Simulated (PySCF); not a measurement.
SnC: energy against distance

Set-up: Sn def2-TZVPP with ECP28, C def2-TZVPP; scalar-relativistic core potentials (PySCF 2.14). Energies in eV from Sn + C in their ground configurations at the same level. State: ³Π (triplet), unpaired electrons σ ↑, π ↑.

```json
{"R (Å)": "1.730", "M06-L": "-2.529"}
{"R (Å)": "1.810", "M06-L": "-3.183"}
{"R (Å)": "1.890", "M06-L": "-3.541"}
{"R (Å)": "1.951", "M06-L": "-3.667"}
{"R (Å)": "2.011", "M06-L": "-3.705"}
{"R (Å)": "2.071", "M06-L": "-3.675"}
{"R (Å)": "2.152", "M06-L": "-3.564"}
{"R (Å)": "2.252", "M06-L": "-3.358"}
{"R (Å)": "2.373", "M06-L": "-3.066"}
{"R (Å)": "2.534", "M06-L": "-2.661"}
```

Question: Put a parabola through the three lowest points of the M06-L curve and estimate Re, k and ωe (reduced mass 10.91 u; 1 eV/Å² = 0.16022 mdyn/Å; ωe = 1302.8·√(k/μ) cm⁻¹).

Answer: Through R = 1.951, 2.011, 2.071 Å the second-order coefficient is 9.44 eV/Å², so Re ≈ 2.015 Å, k ≈ 3.03 mdyn/Å and ωe ≈ 686 cm⁻¹. A polynomial fit of higher order to the unrounded M06-L energies gives Re = 2.011 Å, k = 2.91 mdyn/Å, ωe = 672 cm⁻¹; anharmonicity and rounding make the difference.

The higher-order fit for each curve: M06-L: Re = 2.011 Å, ωe = 672 cm⁻¹, De = 3.70 eV.

⟨S²⟩ of the unrestricted solution departs from its pure value on part of the curve, where spin states mix. These are scalar-relativistic numbers at best; spin–orbit coupling would shift them, the dissociation energy most. The state is the lowest determinant that a PBE0 search found; another state may lie lower at other levels.
